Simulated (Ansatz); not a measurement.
System: C4H9ClSi, net charge 0, singlet state. 
Coordinates optimised at B3LYP-D3(BJ)/def2-TZVP (Ansatz, a quantum-chemistry and plane-wave program):
```xyz
15

C     -2.3203     0.1064     0.3978
C     -0.9452     0.6184     0.0950
C     -0.8625     2.1095    -0.0867
C      0.1528    -0.1381    -0.0136
Si     1.8883     0.4715    -0.3908
Cl     0.0579    -1.8936     0.2094
H     -3.0101     0.3925    -0.4017
H     -2.3485    -0.9728     0.5127
H     -2.6968     0.5665     1.3162
H      0.1423     2.4669    -0.3051
H     -1.2104     2.6189     0.8164
H     -1.5162     2.4274    -0.9038
H      2.7967    -0.6882    -0.4750
H      1.9138     1.2112    -1.6756
H      2.3604     1.3910     0.6724
```

Total electronic energies in hartree. Valence correlation only, unless marked. No spin-orbit coupling. No relativistic terms. CBS(X,Y): correlation extrapolated as X^-3; Hartree-Fock from the larger set.

```tsv
level	program	energy (Eh)
HF/aug-cc-pV(T+d)Z	Ansatz	-905.21571
BLYP-D4/def2-TZVPD	Ansatz + dftd4	-907.52842
PBE0/def2-TZVP	Ansatz	-907.12362
wB97X-V/def2-TZVPD	Ansatz	-907.43907
MP2/cc-pV(D+d)Z	Ansatz	-905.94218
MP2/cc-pV(T+d)Z	Ansatz	-906.20775
RI-MP2/CBS(aug-cc-pV(T+d)Z,aug-cc-pV(Q+d)Z)	Ansatz	-906.3481
CCSD/STO-3G	Ansatz	-895.38545
CCSD(T)/CBS(cc-pV(T+d)Z,cc-pV(Q+d)Z)	Ansatz	-906.4506
```

Totals of different functionals don't rank their quality; only differences between species are comparable.
